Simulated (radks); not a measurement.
Results of a calculation; reference values are marked as such.
Q: Species: V+. Configuration: [Ar] 3d2 4p2 (not the ground configuration). Code: a radial shooting solver on a logarithmic mesh with Libxc functionals. Model: scalar-relativistic Kohn-Sham, SCAN, spin-polarised, spherical densities, finite nucleus; open shells are filled with parallel spins first; meta-GGA in the generalised Kohn-Sham scheme; Fermi nuclear charge, rms radius 3.6002 fm. Some entries of the table are withheld. Estimate them.

| orbital | occ. | eigenvalue (eV) | <r> (bohr) | r(max) (bohr) |
|---|---|---|---|---|
| 1s up | 1 | -5402.188 | 0.06646 | 0.04350 |
| 1s down | 1 | -5402.108 | 0.06646 | 0.04350 |
| 2s up | 1 | -628.1427 | 0.3075 | 0.2552 |
| 2s down | 1 | -627.0132 | 0.3071 | 0.2551 |
| 2p up | 3 | -525.8783 | 0.2740 | 0.2083 |
| 2p down | 3 | -524.9749 | 0.2735 | 0.2081 |
| 3s up | 1 | -89.9202 | 0.9368 | 0.8160 |
| 3s down | 1 | -86.8622 | 0.9408 | 0.8168 |
| 3p up | 3 | -62.2091 | 0.9960 | 0.8397 |
| 3p down | 3 | -59.2031 | 0.9987 | 0.8414 |
| 3d up | 2 | -20.4897 | 1.232 | 0.8604 |
| 4p up | 2 | -9.7161 | 3.328 | (1) |

A: 
(1) 4p up r(max) (bohr): 2.898
